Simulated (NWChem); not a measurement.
Molecule: CH₆O₂Si₂; SMILES O[Si@@H]1C[SiH2]O1

```xyz
11

O      0.1092    -2.1900    -0.5358
Si    -0.0401    -0.8567     0.4334
C     -1.3746     0.4406     0.0179
Si     0.1244     1.5850    -0.2014
O      1.1693     0.2990     0.1801
H      0.3067    -2.0393    -1.4712
H     -0.0500    -1.4112     1.8040
H     -2.0482     0.6880     0.8445
H     -1.9712     0.2438    -0.8781
H      0.2386     2.7068     0.7666
H      0.3628     2.1008    -1.5764
```
Atoms are numbered in this order, from 1.

Program: NWChem. Coordinates come from a B3LYP/6-31G* (spherical d) optimisation. Total energies of different functionals are on different scales.

| level | energy (Ha) | highest occupied level (eV) | orbital gap (eV) | dipole (D) |
|---|---|---|---|---|
| B3LYP/def2-SVP | -770.9741 | -7.76 | 7.95 | 2.04 |
| PBE/def2-SVP | -770.4147 | -6.67 | [?] | 1.93 |
| LC-BLYP (range parameter 0.33 per bohr)/def2-SVP | -770.1298 | -10.19 | 12.52 | 2.07 |
| B97-2/def2-SVP | -770.8943 | -7.79 | 8.14 | 2.06 |
| revPBE/def2-SVP | -770.7453 | -6.63 | 6.22 | 1.91 |
| TPSS/def2-SVP | -771.0099 | -6.80 | 6.48 | 1.94 |
| LC-wPBE (HJS exchange hole, range parameter 0.4 per bohr)/def2-SVP | -770.5908 | -10.73 | 13.33 | 2.10 |
| B3PW91/def2-SVP | -770.8028 | -7.81 | 8.00 | 2.05 |

**Question.** What belongs in the gaps?

**Answer.** 
- PBE/def2-SVP, orbital gap (eV): 6.15
